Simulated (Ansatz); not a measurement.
`OB(F)N[SiH3]` + `C=C=C(O)Cl` → `C=C=C(Cl)O[SiH3]` + `NB(O)F`  (ligand exchange at the Si–N bond)

Gas-phase electronic energies from Ansatz, PBE0-D4/def2-TZVP geometries. CBS: MP2 limit from def2 TZ/QZ plus the TZ coupled-cluster correction, frozen cores. DFT in def2-TZVPP. B3LYP here is the variant with VWN-RPA as its local correlation; programs differ in this. One conformer a species, not always the lowest.

Problem. Is it downhill or uphill in electronic energy at CCSD(T)/CBS, and by how much? (Estimate.)

Solution. Computed: Downhill: ΔE = -29.2 kJ/mol.

Problem. What do these levels give: revPBE-D4, BLYP-D4, B97M-V, BHLYP-D4, B3LYP, r2SCAN0, BHLYP, HF/def2-SVP, CCSD/def2-SVP, CCSD/def2-TZVPP, CCSD(T)/def2-TZVPP, HF/CBS(def2)? (Estimate.)

Solution. The calculation gave: revPBE-D4 -25.1, BLYP-D4 -31.4, B97M-V -28.5, BHLYP-D4 -32.9, B3LYP -29.3, r2SCAN0 -28.0, BHLYP -30.7, HF/def2-SVP -24.1, CCSD/def2-SVP -22.5, CCSD/def2-TZVPP -28.2, CCSD(T)/def2-TZVPP -28.2, HF/CBS(def2) -32.1 kJ/mol.

Problem. What do rigid-rotor, harmonic-oscillator terms from PBE0-D4/def2-TZVP frequencies (298.15 K, 1 bar) make of the CCSD(T)/CBS value? (Estimate.)

Solution. Computed: ΔZPE = +0.1 kJ/mol, ΔH = -29.0 kJ/mol, ΔS = 2 J/(mol·K), ΔG = -29.7 kJ/mol. Modes under 50 cm⁻¹ make the entropy rough.

Largest T1 diagnostic among the species: 0.012.

At CCSD(T), def2-SVP lies +6.6 kJ/mol from the extrapolated value and def2-TZVPP +1.0 kJ/mol. Leaving LDA and LC-ωPBE aside and taking each functional with its dispersion term where it has one, the values spread over 7.7 kJ/mol, from BHLYP-D4 to revPBE-D4.
